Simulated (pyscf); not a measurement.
This saddle point was located with ωB97X-D3(BJ)/def2-SVP in PySCF.

```
Si
H 1 1.4841
C 1 1.8154 2 114.72
H 3 1.0951 1 120.50 2 172.89
H 3 1.0967 4 116.55 1 -174.60
H 3 1.5797 4 99.20 5 119.55
Cl 1 2.0684 2 111.38 6 -161.40
```
Charge 0, spin multiplicity 2.

Surface: doublet, charge 0. Lowest wavenumbers (cm⁻¹): 1850i, 163, 299, 511, 542.

### Question
Name the species on either side of this saddle.

### Answer
H₃C–SiH•–Cl ⇌ •H₂C–SiH₂–Cl, a hydrogen shift read from left to right: C–H broken and H–Si formed. At CCSD(T)/def2-TZVPP + ΔMP2(QZVPP) it lies +50.7 kcal/mol from the left side and +39.4 kcal/mol from the right (each side as separated species at their lowest minima found). One saddle was located; it need not be the lowest between these sides. The CCSD(T) − MP2 part came from Ansatz, without density fitting, on the same reference.
